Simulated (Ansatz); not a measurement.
`BSC(F)[SiH3]` + `N=CCl` → `B/N=C\Cl` + `FC([SiH3])S`  (ligand exchange at a B–S bond)

Program: Ansatz. Geometries: PBE0-D4/def2-TZVP. ΔE: electronic, gas phase. CCSD(T)/CBS adds triple-zeta CCSD(T) − MP2 to the extrapolated MP2 energy (def2 sets, frozen cores). This one scheme is used for every species. DFT in def2-TZVPP. B3LYP here is the variant with VWN-RPA as its local correlation; programs differ in this. Each species was taken in one conformer, which may not be the lowest.

Question: Is it downhill or uphill in electronic energy at CCSD(T)/CBS, and by how much? (Best estimate.)

Answer: Ansatz gave: Downhill: ΔE = -5.1 kcal/mol.

Question: What do these levels give: BLYP-D4, r2SCAN-D4, B3LYP-D4, PBE, BHLYP, CCSD(T)/def2-TZVPP? (Estimate.)

Answer: Ansatz gave: BLYP-D4 -9.6, r2SCAN-D4 -7.9, B3LYP-D4 -8.7, PBE -8.6, BHLYP -7.9, CCSD(T)/def2-TZVPP -5.1 kcal/mol.

Largest T1 diagnostic among the species: 0.014.

At CCSD(T), def2-SVP lies −1.7 kcal/mol from the extrapolated value and def2-TZVPP +0.1 kcal/mol. From PBE to PBE0 (25 % exact exchange), in def2-TZVPP and without D4, ΔE moves by +1.2 kcal/mol. Leaving LDA and LC-ωPBE aside and taking each functional with its dispersion term where it has one, the values, not all of them listed here, spread over 3.8 kcal/mol, from BLYP-D4 to PBE-QIDH. LDA lies −2.6 kcal/mol from PBE without D4.
